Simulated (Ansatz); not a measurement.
`O[SiH2][CH2][SbH2]` + H₂Se → `O[SiH2][SeH]` + `[CH3][SbH2]`  (ligand exchange at the Si–C bond)

Computed with Ansatz on PBE0-D4/def2-TZVP structures; ΔE is electronic, products minus reactants. CCSD(T)/CBS is the MP2 limit (def2-TZVPP, def2-QZVPP) plus CCSD(T) − MP2 in def2-TZVPP, frozen cores. Functionals use def2-TZVPP. def2 core potentials past Kr. For Sb, Se outer-core shells are correlated without core-valence functions, which leaves a few kJ/mol of doubt a bond. Scalar relativity is left out up to krypton. Each species was taken in one conformer, which may not be the lowest.

```json
{"level": "LDA (SPW92)", "ΔE (kcal/mol)": "-13.0"}
{"level": "PBE0-D4", "ΔE (kcal/mol)": "-13.9"}
{"level": "ωB97X-V", "ΔE (kcal/mol)": "-13.1"}
{"level": "r2SCAN", "ΔE (kcal/mol)": "-14.4"}
{"level": "BHLYP", "ΔE (kcal/mol)": "-14.5"}
{"level": "LC-ωPBE", "ΔE (kcal/mol)": "-13.8"}
{"level": "CCSD(T)/def2-SVP", "ΔE (kcal/mol)": "-11.1"}
{"level": "MP2/CBS(def2)", "ΔE (kcal/mol)": "-13.8"}
```

Question: What does CCSD(T)/CBS give? (An estimate is asked.)

Answer: The calculation gave: -13.3 kcal/mol. The listed levels differ from it by 0.3, -0.6, 0.2, -1.1, -1.2, -0.5, 2.2, -0.5 kcal/mol.

Largest T1 diagnostic among the species: 0.013.

From BLYP to BHLYP (50 % exact exchange), in def2-TZVPP and without D4, ΔE moves by +0.7 kcal/mol. Leaving LDA and LC-ωPBE aside and taking each functional with its dispersion term where it has one, the values, not all of them listed here, spread over 1.7 kcal/mol, from B2PLYP to B97M-V. LDA lies +2.1 kcal/mol from PBE without D4. The D4 term adds +1.7 kcal/mol with B3LYP and +1.0 kcal/mol with PBE0; it sums over pairs of atoms, weighted by their polarisabilities, and B3LYP, whose exchange is more repulsive, gets the larger term.

CCSD(T)/CBS has its own doubt, a few kJ/mol and more with outer-core shells, so smaller differences from it don't rank the levels.

B3LYP here is the variant with VWN-RPA as its local correlation; programs differ in this.
